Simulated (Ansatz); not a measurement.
Consider the ligand exchange at the In–O bond: `[OH][In]([OH])[Br]` + HCl → `[OH][In]([Cl])[Br]` + H₂O.

Calculated with Ansatz (gas phase, PBE0-D4/def2-TZVP geometries, no zero-point term in ΔE). CCSD(T)/CBS is the MP2 limit (def2-TZVPP, def2-QZVPP) plus CCSD(T) − MP2 in def2-TZVPP, frozen cores. This one scheme is used for every species. DFT in def2-TZVPP. B3LYP here is the variant with VWN-RPA as its local correlation; programs differ in this. Elements past krypton have def2 core potentials. For Br, In outer-core shells are correlated without core-valence functions, which leaves a few kJ/mol of doubt a bond. Scalar relativity is left out up to krypton. Each species was taken in one conformer, which may not be the lowest.

`[OH][In]([OH])[Br]`:

Cartesian coordinates in Å:
```
O 1.194 -0.278 1.149
In -0.205 -0.190 -0.238
O -0.950 1.572 -0.682
Br -0.998 -2.197 -1.378
H 1.504 -1.174 1.305
H -0.545 2.268 -0.156
```

HCl:

Z-matrix (Å, degrees):
```
Cl
H 1 1.279
```

`[OH][In]([Cl])[Br]`:

```xyz
5

O     1.240    0.083    0.976
In   -0.238    0.163   -0.313
Cl   -1.749   -1.583   -0.353
Br   -0.457    2.056   -1.817
H     1.204   -0.719    1.506
```

H₂O:

Z-matrix (Å, degrees):
```
O
H 1 0.960
H 1 0.960 2 105.1
```

(1) Is it downhill or uphill in electronic energy at CCSD(T)/CBS, and by how much? (An estimate is asked.)

(2) What do these levels give: r2SCAN-D4, PBE0-D4, B3LYP-D4, ωB97X-V, PBE, B3LYP, SCS-MP2/def2-TZVPP, CCSD/def2-TZVPP, CCSD(T)/def2-TZVPP, MP2/def2-QZVPP, HF/CBS(def2), CCSD/CBS(def2)? (Best estimate.)

Largest T1 diagnostic among the species: 0.014.

Answers

(1) The calculation gave: Downhill: ΔE = -86.2 kJ/mol.

(2) Ansatz gave: r2SCAN-D4 -86.3, PBE0-D4 -91.6, B3LYP-D4 -86.6, ωB97X-V -85.5, PBE -81.7, B3LYP -84.7, SCS-MP2/def2-TZVPP -83.0, CCSD/def2-TZVPP -85.6, CCSD(T)/def2-TZVPP -83.4, MP2/def2-QZVPP -86.6, HF/CBS(def2) -101.6, CCSD/CBS(def2) -88.5 kJ/mol.

In def2-TZVPP, CCSD(T) changes the Hartree–Fock value by +18.5 kJ/mol (the triples alone add +2.3 kJ/mol) and MP2 by +16.8 kJ/mol. From PBE to PBE0 (25 % exact exchange), in def2-TZVPP and without D4, ΔE moves by −8.9 kJ/mol.
